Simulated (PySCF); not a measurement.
H5W, SMILES [WH5+] (connectivity only; charge and spin as stated), charge +1, multiplicity 1.

The structure is a stationary point at B3LYP-D3(BJ)/def2-TZVPD. The spin state was assumed, not searched. The def2 effective core potentials stand for the cores of W; spin–orbit coupling is left out.

Two levels are set side by side: TDDFT-PBE/def2-TZVPD (PySCF) and TDDFT-LC-ωPBE/def2-TZVPD (PySCF). Vertical, same geometry. The lowest singlet is HOMO→LUMO 99 % with PBE and HOMO→LUMO 97 % with the other functional; states are paired by order. Differences are taken from unrounded values.

```tsv
quantity	TDDFT-LC-ωPBE	TDDFT-PBE	TDDFT-PBE minus TDDFT-LC-ωPBE
lowest singlet excitation (eV)	2.34	2.24	-0.10
lowest triplet excitation (TDA) (eV)	1.45	1.38	-0.06
```

A lower first singlet is the usual sign of a functional without exact exchange. Differences between two approximate levels are no errors against the true value.

Rough cost on one machine, each run with all the roots and properties that it gave: TDDFT-LC-ωPBE against TDDFT-PBE about 5 times.
